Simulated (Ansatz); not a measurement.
Start from `[OH][Ga]([Cl])[Cl]` and change one atom or group to get `[Cl][GaH][Cl]`.

Ansatz, PBE0-D4/def2-TZVP geometries, multiplicity 1. Each molecule was computed in one conformer, which needn't be the lowest.

Scalar relativity is left out up to krypton.

| property | `[OH][Ga]([Cl])[Cl]` |
| --- | --- |
| HOMO–LUMO gap (PBE/def2-TZVPP) / eV | 5.39 |
| HOMO energy (PBE/def2-TZVPP) / eV | -7.90 |
| zero-point energy (PBE0-D4/def2-TZVP) / kJ/mol | 42.9 |
| size of the dipole moment (ωB97M-V/def2-TZVPP) / D | 1.42 |
| LUMO energy (ωB97M-V/def2-TZVPP) / eV | 0.37 |
| LUMO energy (PBE0/def2-TZVPP) / eV | -1.56 |

Question: Give the same properties after the change, and the shifts. (Estimate.)

Answer: The calculation gave: 
```tsv
property	`[Cl][GaH][Cl]`	shift
HOMO–LUMO gap (PBE/def2-TZVPP) / eV	5.24	-0.15
HOMO energy (PBE/def2-TZVPP) / eV	-7.74	0.16
zero-point energy (PBE0-D4/def2-TZVP) / kJ/mol	24.6	-18.3
size of the dipole moment (ωB97M-V/def2-TZVPP) / D	1.72	0.30
LUMO energy (ωB97M-V/def2-TZVPP) / eV	0.02	-0.35
LUMO energy (PBE0/def2-TZVPP) / eV	-1.73	-0.17
```

With PBE0 the HOMO rises by 0.25 eV and the LUMO falls by 0.17 eV, so the gap narrows by about 0.42 eV. PBE moves the HOMO by 0.16 eV and ωB97M-V by 0.29 eV. The zero-point energy changes by -18.3 kJ/mol with -3 modes. Dipoles are sizes alone; their direction can turn.
